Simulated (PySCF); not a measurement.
Basis and Hamiltonian dependence of the excitation energy of Hf²⁺

Hf²⁺ [Xe] 4f14 5d2 (3F) → Hf²⁺ [Xe] 4f14 5d1 6s1 (3D). Calculated with PySCF 2.14 from differences of total energies of unrestricted determinants, without spin-orbit coupling. Values in eV.

```
                                                                               basis    Hamiltonian  functions    UHF     PBE   PBE0  MP2 (valence)  CCSD(T) (valence)  CCSD(T) (valence and next inner shell)
                                                        aug-cc-pVDZ-PP with ECP60MDF            ECP         54  0.352   0.222  0.360          0.329              0.315                                     n/a
                             def2-TZVPPD with the def2 core potential (60 electrons)            ECP         59  0.347     n/a  0.340          0.322              0.311                                   0.060
                                                      aug-cc-pwCVDZ-PP with ECP60MDF            ECP         70  0.321   0.185  0.323          0.298              0.286                                   0.032
                             def2-QZVPPD with the def2 core potential (60 electrons)            ECP         84  0.328   0.138  0.286          0.303              0.291                                   0.076
                                                        aug-cc-pVTZ-PP with ECP60MDF            ECP         88  0.309   0.151  0.291          0.281              0.269                                     n/a
                                                                        x2c-TZVPPall  spin-free X2C         97  0.261  -0.007  0.176          0.240              0.232                                  -0.027
                                                                        ANO-RCC-VTZP  spin-free X2C        104  0.349     n/a  0.198          0.331              0.321                                   0.172
                   x2c-TZVPPall with one added diffuse shell each of s, p, d, f type  spin-free X2C        113  0.253     n/a    n/a          0.232              0.223                                  -0.040
aug-cc-pVTZ-PP with one added diffuse shell each of s, p, d, f, g type with ECP60MDF            ECP        113  0.309     n/a  0.291          0.281                n/a                                     n/a
                                                      aug-cc-pwCVTZ-PP with ECP60MDF            ECP        122  0.317   0.151  0.293          0.291                n/a                                     n/a
                                                                        x2c-QZVPPall  spin-free X2C        144  0.307     n/a    n/a            n/a                n/a                                     n/a
```

Frozen in the all-electron rows: valence: [Xe] 4f14; valence and next inner shell: [Kr] 4d10 4f14; with a core potential, the same shells as far as they lie outside it.

One determinant mixes LS terms of the configuration, so the numbers do not refer to single terms.
